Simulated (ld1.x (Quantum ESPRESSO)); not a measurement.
## tin (Sn): one change to a PAW potential, before and after

* Element: tin
* Generator: ld1.x (Quantum ESPRESSO) 7.5
* Type: PAW
* Functional: Wu–Cohen
* Relativity: scalar-relativistic
* Frozen core: [Kr]
* Valence charge: 14
* Reference configuration: 4d10 5s1.5 5p2.5
* Partial waves: 5s (bound): rcut 1.40, rcutus 1.80 bohr; 5s channel at -0.1 Ry: rcut 1.40, rcutus 1.80 bohr; 5p (bound): rcut 2.50, rcutus 3.00 bohr; 5p channel at 0.8 Ry: rcut 2.50, rcutus 3.00 bohr; 4d (bound): rcut 0.85, rcutus 1.05 bohr; 4d channel at 2.2 Ry: rcut 0.85, rcutus 1.05 bohr
* Local potential: all-electron potential smoothed inside 2.75 bohr (lloc = -1)
* Core correction: Bessel-smoothed model core, default radius (core density twice the valence density)
* Augmentation charge: PSQ, inside the norm-conserving radii

Change: local potential all-electron potential smoothed inside 2.25 bohr (lloc = -1).

Cutoffs: the cutoffs (Ry, on a coarse ladder) from which the occupation-weighted sum of valence levels, in a spherical-Bessel basis at the reference potential, stays within 10 and 1 mRy of its value at 400 Ry; they do not see the model core or the augmentation charge, which bear on the density cutoff. Errors are all-electron minus pseudo energies relative to the spin-unpolarised reference configuration.

**Question.** What does the change do?

**Answer.** The potential gets neither clearly harder nor softer (110 Ry and 200 Ry → 110 Ry and 200 Ry); a bound ghost appears in s, which as a rule spoils a file; the errors of the 7 common tests hardly move. A state that the projectors do not describe sees the local part alone, so a deeper or shallower local part can create or remove a ghost.

| quantity | base | changed |
| --- | --- | --- |
| cutoff, loose | 110 Ry | 110 Ry |
| cutoff, tight | 200 Ry | 200 Ry |
| bound ghosts | none | s |
| error for 4d10 5s2 5p2, meV [ΔE -3.48 eV] | +0.4 | +0.4 |
| error for 4d10 5s2 5p1, meV [ΔE 3.42 eV] | -1.0 | -1.1 |
| error for 4d10 5s2 5p0, meV [ΔE 17.41 eV] | -5.1 | -5.3 |
| error for 4d10 5s1 5p2, meV [ΔE 11.13 eV] | -2.1 | -2.2 |
| error for 4d10 5s1 5p0, meV [ΔE 48.45 eV] | -16 | -16 |
| error for 4d10 5s0 5p4, meV [ΔE 10.79 eV] | +0.1 | 0.0 |
| error for 4d10 5s1 5p3, meV [ΔE 3.54 eV] | -0.3 | -0.4 |
| s: phases at 3.26 bohr within 0.05 rad from the reference energy up to (Ry; the scan ends near 5) | to the end of the scan | to the end of the scan |
| p: phases at 3.26 bohr within 0.05 rad from the reference energy up to (Ry; the scan ends near 5) | 2.4 | 2.4 |
| d: phases at 3.26 bohr within 0.05 rad from the reference energy up to (Ry; the scan ends near 5) | 4.3 | to the end of the scan |
| lowest overlap eigenvalue by channel | s 0.71, p 0.59, d 0.96 | s 0.58, p 0.53, d 0.96 |

 A true bound ghost makes a file unfit for plane-wave use even where its test errors are small: the radial tests pick states by their node count and pass the ghost by.
